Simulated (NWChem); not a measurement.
System: C₂H₆F₂Si; SMILES [Si](F)(C)(F)C

The following NWChem deck was run.

```
start job
memory heap 200 mb stack 900 mb global 1100 mb
geometry units angstroms noautoz
  C     -1.569166     0.000000     0.962682
  Si     0.000000     0.000000    -0.017377
  C      1.569166     0.000000     0.962682
  F      0.000000     1.291904    -0.999726
  F      0.000000    -1.291904    -0.999726
  H     -1.632630    -0.891437     1.605587
  H     -2.442249     0.000000     0.292372
  H     -1.632630     0.891437     1.605587
  H      2.442249     0.000000     0.292372
  H      1.632630    -0.891437     1.605587
  H      1.632630     0.891437     1.605587
end
basis spherical
  * library def2-svp
end
dft
  xc xpbe96 cpbe96
  iterations 150
  mulliken
end
task dft energy
```

NWChem printed, in part:

```
             Northwest Computational Chemistry Package (NWChem) 7.3.0
             --------------------------------------------------------

 C2V symmetry detected

                             Geometry "geometry" -> ""
                             -------------------------

 Output coordinates in angstroms (scale by  1.889725989 to convert to a.u.)

  No.       Tag          Charge          X              Y              Z
 ---- ---------------- ---------- -------------- -------------- --------------
    1 C                    6.0000    -1.56916600     0.00000000     0.95626340
    2 Si                  14.0000     0.00000000     0.00000000    -0.02379560
    3 C                    6.0000     1.56916600     0.00000000     0.95626340
    4 F                    9.0000     0.00000000     1.29190400    -1.00614460
    5 F                    9.0000     0.00000000    -1.29190400    -1.00614460
    6 H                    1.0000    -1.63263000    -0.89143700     1.59916840
    7 H                    1.0000    -2.44224900     0.00000000     0.28595340
    8 H                    1.0000    -1.63263000     0.89143700     1.59916840
    9 H                    1.0000     2.44224900     0.00000000     0.28595340
   10 H                    1.0000     1.63263000    -0.89143700     1.59916840
   11 H                    1.0000     1.63263000     0.89143700     1.59916840

 Effective nuclear repulsion energy (a.u.)     254.4004811974

      Symmetry information
      --------------------

 Group name             C2v
 Group number             16
 Group order               4
 No. of unique centers     5

  pbe96 is a nonlocal functional; adding pw91lda local functional.

                                 NWChem DFT Module
                                 -----------------

 Summary of "ao basis" -> "ao basis" (spherical)
 ------------------------------------------------------------------------------
       Tag                 Description            Shells   Functions and Types
 ---------------- ------------------------------  ------  ---------------------
 C                          def2-svp                 6       14   3s2p1d
 Si                         def2-svp                 8       18   4s3p1d
 F                          def2-svp                 6       14   3s2p1d
 H                          def2-svp                 3        5   2s1p

      Symmetry analysis of basis
      --------------------------

        a1         38
        a2         15
        b1         27
        b2         24

            General Information
            -------------------
          SCF calculation type: DFT
          Wavefunction type:  closed shell.
          No. of atoms     :    11
          No. of electrons :    50
           Alpha electrons :    25
            Beta electrons :    25
          Charge           :     0
          Spin multiplicity:     1
          Use of symmetry is: on ; symmetry adaption is: on
          Maximum number of iterations: 150
          AO basis - number of functions:   104
                     number of shells:    50
          Convergence on energy requested:  1.00D-06
          Convergence on density requested:  1.00D-05
          Convergence on gradient requested:  5.00D-04

              XC Information
              --------------
          PerdewBurkeErnzerhof Exchange Functional  1.000
            Perdew 1991 LDA Correlation Functional  1.000 local
           PerdewBurkeErnz. Correlation Functional  1.000 non-local

             Grid Information
             ----------------
          Grid used for XC integration:  medium
          Radial quadrature: Mura-Knowles
          Angular quadrature: Lebedev.
          Tag              B.-S. Rad. Rad. Pts. Rad. Cut. Ang. Pts.
          ---              ---------- --------- --------- ---------
          C                   0.70       49          11.0       434
          Si                  1.10       88           8.0       590
          F                   0.50       49          10.0       434
          H                   0.35       45          12.0       434
          Grid pruning is: on
          Number of quadrature shells:   276
          Spatial weights used:  Erf1

      Superposition of Atomic Density Guess
      -------------------------------------

 Sum of atomic energies:        -565.56886217

      Non-variational initial energy
      ------------------------------

 Total energy =    -567.544856
 1-e energy   =   -1288.204382
 2-e energy   =     466.259044
 HOMO         =      -0.375733
 LUMO         =       0.075425

      Symmetry analysis of molecular orbitals - initial
      -------------------------------------------------

  Numbering of irreducible representations:

     1 a1          2 a2          3 b1          4 b2

  Orbital symmetries:

     1 a1          2 a1          3 b2          4 a1          5 b1
     6 a1          7 b2          8 b1          9 a1         10 a1
    11 b2         12 a1         13 b1         14 a1         15 b2
    16 a1         17 b1         18 a2         19 b2         20 a1
    21 b2         22 a2         23 b1         24 a1         25 b1
    26 a1         27 b2         28 a1         29 b1         30 a1
    31 b2         32 b1         33 a2         34 a1         35 b1

     ---------------------------------------------
      Total Density - Mulliken Population Analysis
     ---------------------------------------------

    Atom       Charge   Shell Charges
 -----------   ------   -------------------------------------------------------
    1 C    6     6.60   1.99  0.96  0.27  2.12  1.24  0.01
    2 Si  14    12.52   2.00  1.99  0.85  0.12  5.93  0.85  0.46  0.32
    3 C    6     6.60   1.99  0.96  0.27  2.12  1.24  0.01
    4 F    9     9.58   1.99  1.15  0.78  3.52  2.14  0.00
    5 F    9     9.58   1.99  1.15  0.78  3.52  2.14  0.00
    6 H    1     0.85   0.64  0.18  0.03
    7 H    1     0.86   0.65  0.19  0.03
    8 H    1     0.85   0.64  0.18  0.03
    9 H    1     0.86   0.65  0.19  0.03
   10 H    1     0.85   0.64  0.18  0.03
   11 H    1     0.85   0.64  0.18  0.03

   convergence    iter        energy       DeltaE   RMS-Dens  Diis-err
 ---------------- ----- ----------------- --------- --------- ---------
 d= 0,ls=0.0,diis     1   -568.2959091163 -8.23D+02  1.91D-02  8.71D-01
 d= 0,ls=0.0,diis     2   -568.1541585163  1.42D-01  1.09D-02  2.75D+00
 d= 0,ls=0.0,diis     3   -568.3866156960 -2.32D-01  1.46D-03  3.52D-02
 d= 0,ls=0.0,diis     4   -568.3886068037 -1.99D-03  6.99D-04  8.18D-03
 d= 0,ls=0.0,diis     5   -568.3895761328 -9.69D-04  1.60D-04  4.73D-04
  Resetting Diis
 d= 0,ls=0.0,diis     6   -568.3896386658 -6.25D-05  3.30D-05  7.67D-06
 d= 0,ls=0.0,diis     7   -568.3896396965 -1.03D-06  1.22D-05  4.31D-07
 d= 0,ls=0.0,diis     8   -568.3896396964  1.06D-10  6.40D-06  4.87D-07

         Total DFT energy =     -568.389639696443
      One electron energy =    -1292.465338976536
           Coulomb energy =      524.216569706995
    Exchange-Corr. energy =      -54.541351624323
 Nuclear repulsion energy =      254.400481197421

 Numeric. integr. density =       49.999985643834

                  Occupations of the irreducible representations
                  ----------------------------------------------

                     irrep           alpha         beta
                     --------     --------     --------
                     a1               11.0         11.0
                     a2                2.0          2.0
                     b1                6.0          6.0
                     b2                6.0          6.0

                       DFT Final Molecular Orbital Analysis
                       ------------------------------------

 Vector   23  Occ=2.000000D+00  E=-3.297815D-01  Symmetry=b2
              MO Center= -5.1D-15, -1.3D-13, -7.8D-01, r^2= 2.7D+00
   Bfn.  Coefficient  Atom+Function         Bfn.  Coefficient  Atom+Function
  ----- ------------  ---------------      ----- ------------  ---------------
    51      0.334935   4 F  py               65      0.334935   5 F  py
    52      0.313720   4 F  pz               66     -0.313720   5 F  pz
    54     -0.227416   4 F  py               68     -0.227416   5 F  py
    55     -0.218387   4 F  pz               69      0.218387   5 F  pz
    26     -0.099274   2 Si py                5      0.093639   1 C  py

 Vector   24  Occ=2.000000D+00  E=-3.263986D-01  Symmetry=a1
              MO Center=  1.2D-14,  1.5D-13,  4.5D-02, r^2= 3.5D+00
   Bfn.  Coefficient  Atom+Function         Bfn.  Coefficient  Atom+Function
  ----- ------------  ---------------      ----- ------------  ---------------
    52      0.322604   4 F  pz               66      0.322604   5 F  pz
    55     -0.215096   4 F  pz               69     -0.215096   5 F  pz
    17      0.189748   2 Si s                 6     -0.185461   1 C  pz
    38     -0.185461   3 C  pz               24      0.170064   2 Si pz
     4      0.158871   1 C  px               36     -0.158871   3 C  px

 Vector   25  Occ=2.000000D+00  E=-2.742651D-01  Symmetry=b1
              MO Center= -1.6D-13,  4.3D-16,  4.4D-01, r^2= 3.4D+00
   Bfn.  Coefficient  Atom+Function         Bfn.  Coefficient  Atom+Function
  ----- ------------  ---------------      ----- ------------  ---------------
     4      0.288820   1 C  px               36      0.288820   3 C  px
    22     -0.241165   2 Si px               50     -0.225922   4 F  px
    64     -0.225922   5 F  px                3      0.218010   1 C  s
    35     -0.218010   3 C  s                 7      0.183549   1 C  px
    39      0.183549   3 C  px                6     -0.158660   1 C  pz

[...]
```

Level: PBE/def2-SVP. Coordinates come from a PBE0/def2-SVP optimisation.
